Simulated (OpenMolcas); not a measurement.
Ni2+ in MgO: curves along the breathing mode

Ni2+ with its 6 nearest oxide ions, on the Mg site of MgO (a = 4.2112 Å, distance in the model lattice 2.106 Å). The rest of the host is ab initio model potentials to 7.6 Å, with orthogonalisation functions on the cations behind the ligands, and point charges beyond; the distance is set by hand and nothing relaxes. Ligand basis ANO-RCC-VDZP.

| Property | Result |
| --- | --- |
| Program | OpenMolcas 26.06 |
| Method | SS-CASPT2, IPEA 0.25 Eh, imaginary shift 0.1 Eh (closed shells correlated: 3s 3p and the ligand valence shells) |
| Basis | ANO-RCC-VDZP [5s4p2d1f] |
| Scalar Hamiltonian | DKH2, point nucleus |
| Active space | 8 electrons in 5 orbitals (3d) |
| State averaging | 2S+1 = 3 even, 10 roots; 2S+1 = 1 even, 15 roots |
| Spin-orbit coupling | state interaction with AMFI integrals over the reference wave functions |

Spin-free energies (labels of O, the rotations of Oh) in cm-1 above the lowest fitted minimum, as all ligands move together:

```csv
R (Å),3A2,3T2,1E,3T1,1A1,1T1,1E(2)
1.945,11540,25320,25100,32460,36580,45270,56620
1.991,5150,17880,18610,24610,29880,37880,48150
2.037,1400,13190,14730,19550,25770,33190,42590
2.082,40,11060,13240,17060,24040,31060,39720
2.128,870,11190,13850,16900,24430,31150,39200
2.174,3820,13500,16540,18950,26880,33430,41000
2.22,8850,18070,21300,23230,31310,37920,45070
```

Cubic fits give the following; the wavenumber is harmonic, with the mass of all moving ligands, small differences in it between states hang on the degree of the fit, a number in brackets counts states of one label, and the table is a selection of at most 14 states with clean curves.

```
 State  R0 (Å)  Breathing mode (cm-1)  Minimum (cm-1)
   3A2   2.087                    613               0
   3T2   2.102                    621           10800
    1E   2.091                    606           13150
   3T1   2.108                    622           16670
   1A1   2.096                    601           23910
   1T1   2.103                    618           30790
 1E(2)   2.114                    629           39090
1T2(2)   2.114                    629           39330
1A1(2)   2.122                    564           60340
```

The minimum of 3T2 is shifted by +0.0146 Å against 3A2 (from the unrounded fits). With M = 96.0 u for the moving shell, the Huang-Rhys factor in this mode is S = M ω ΔR² / 2ħ = 0.01483 × 96.0 × 613 × 0.0146² = 0.19. Only the first shell moves, against a rigid host.

Roots that are degenerate in the reference are averaged as groups; the widest CASPT2 spread within a group is 830 cm-1 (the 3-fold group of multiplicity 3 near 32000 cm-1 above the lowest state of its run, R = 1.991). Shifts and gaps below about the spread of the groups concerned are not significant. Over all roots computed the reference weight is 0.70 to 0.72 in R = 1.945, 0.70 to 0.71 in R = 1.991, 0.69 to 0.71 in R = 2.037, 0.69 to 0.71 in R = 2.082, 0.68 to 0.71 in R = 2.128, 0.67 to 0.71 in R = 2.174, 0.64 to 0.71 in R = 2.22; the roots of lowest weight are the least certain, and an intruder state may touch them. A single d shell leaves out the double-shell effect, which counts most for late 3d ions, where the CASPT2 field can be off either way by tens of per cent. Ligand-to-metal charge-transfer states are missing. These CASPT2 states fit no ligand-field parameters well, so their order and spin gaps are uncertain. For late 3d ions with one d shell CASPT2 can put B and the spin-flip bands somewhat low as well as high. With one d shell and no ligand orbital active, 10Dq can be off by tens of per cent for divalent 3d ions, low with halides held by bare charges and at times high in hosts, and the orbital part of g and χT goes as 1/10Dq. Free-ion shares, where given, are those of the reference states; single-state CASPT2 does not remix them. No measured value stands beside these numbers.
